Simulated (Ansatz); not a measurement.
CH7BSi2, SMILES `[SiH3]B1C[SiH2]1`. Charge 0, multiplicity 1.

| atom | x (Å) | y (Å) | z (Å) |
| --- | --- | --- | --- |
| Si1 | -1.871 | 0.150 | -0.723 |
| B2 | 0.065 | 0.308 | -0.305 |
| C3 | 0.852 | 0.789 | 0.860 |
| Si4 | 1.524 | -0.892 | -0.065 |
| H5 | -2.312 | -1.270 | -0.617 |
| H6 | -2.745 | 0.975 | 0.158 |
| H7 | -2.098 | 0.584 | -2.131 |
| H8 | 1.892 | 1.128 | 0.814 |
| H9 | 0.394 | 1.089 | 1.800 |
| H10 | 2.961 | -0.584 | -0.237 |
| H11 | 1.339 | -2.276 | 0.446 |

Task: List the harmonic frequencies (cm⁻¹, unscaled) at PBE0-D4/def2-TZVP in Ansatz. (Best estimate.)

Result: Ansatz gave: 73, 129, 175, 313, 425, 485, 559, 578, 591, 629, 675, 739, 866, 885, 928, 944, 945, 965, 1244, 1434, 2202, 2207, 2209, 2220, 2256, 3089, 3153.

Task: Is this a minimum?

Result: Yes, all 27 modes are real.

Task: Give the ideal-gas thermochemistry at 298.15 K and 1 bar (rigid rotor, harmonic oscillator; point group C1, symmetry number 1).

Result: Zero-point energy 184.9 kJ/mol; H(298) − E = 205.9 kJ/mol; entropy 340.6 J/(mol·K), of which translation 164.4, rotation 110.8, vibration 65.4; G(298) − E = 104.3 kJ/mol. Modes under 100 cm⁻¹ are hindered rotations or soft bends, so the harmonic entropy is rough.

Task: And at 400, 500, 600, 800 and 1000 K?

Result: 
| T (K) | H − E (kJ/mol) | S (J/mol/K) | G − E (kJ/mol) |
| --- | --- | --- | --- |
| 400 | 218.7 | 377.4 | 67.7 |
| 500 | 233.4 | 410.1 | 28.3 |
| 600 | 249.7 | 439.8 | -14.2 |
| 800 | 286.0 | 491.8 | -107.5 |
| 1000 | 326.0 | 536.4 | -210.4 |

Task: Rotational constants (cm⁻¹)?

Result: 0.3313, 0.07227, 0.06245.
